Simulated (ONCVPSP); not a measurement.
Configuration tests for Ir (Z = 77) (ONCV)

Ir (Z = 77), optimised norm-conserving Vanderbilt (ONCV), made with ONCVPSP 4.0.1 (PBE, fully relativistic). Core [Kr] 4d10, reference 4f14 5s2 5p6 5d7 6s1.5 (charge +0.5). Waves: 5s+6s: rc 1.52 bohr, ncon 4, nbas 7, qcut 5 1/bohr, 3 projectors, debl 1.8 Ha; 5p: rc 1.06 bohr, ncon 3, nbas 6, qcut 7.1 1/bohr, 2 projectors, debl 3.6 Ha; 5d: rc 1.48 bohr, ncon 3, nbas 8, qcut 8.5 1/bohr, 2 projectors, debl 1.4 Ha; 4f: rc 0.56 bohr, ncon 4, nbas 9, qcut 26.5 1/bohr, 1 projector. Local part: polynomial inside 0.56 bohr (lpopt 5, dvloc0 0 Ha). Core correction: Teter function, fcfact 4.25, rcfact 1.4.

Open shells are filled in proportion to 2j + 1.

Energies are relative to the spin-unpolarised reference configuration 4f14 5s2 5p6 5d7 6s1.5; without spin polarisation the order of configurations can differ from experiment.

| valence configuration | charge | ΔE all-electron (eV) | error AE − PS (meV) |
| --- | --- | --- | --- |
| 4f14 5s2 5p6 5d7 6s2 | 0 | -4.040 | -0.5 |
| 4f14 5s2 5p6 5d7 6s1 | +1 | 5.849 | -0.5 |
| 4f14 5s2 5p6 5d7.5 6s1.5 | 0 | -4.330 | -0.4 |

(1) What are ΔE and the potential's error for 4f14 5s2 5p6 5d7 6s0?

Levels in the configuration 4f14 5s2 5p6 5d7 6s2:

| level | all-electron (eV) | pseudo (eV) |
| --- | --- | --- |
| 4f j=7/2 | -60.639 | -60.586 |
| 4f j=5/2 | -63.758 | -63.646 |
| 5s j=1/2 | -97.751 | -97.735 |
| 5p j=3/2 | -50.973 | -50.971 |
| 5p j=1/2 | -64.557 | -64.547 |
| 5d j=5/2 | -6.678 | -6.680 |
| 5d j=3/2 | -7.903 | -7.904 |
| 6s j=1/2 | -6.340 | -6.338 |

Note: ghosts flagged at negative energy: s at -572.3 eV, p3/2 at -316.3 eV, p1/2 at -226.2 eV; GHOST(+) flagged for d5/2 at 90.2 eV, d3/2 at 110.0 eV. A true bound ghost makes a file unfit for plane-wave use.

## Answers

(1) ΔE = 23.323 eV all-electron; the error (AE − PS) is -6.5 meV.
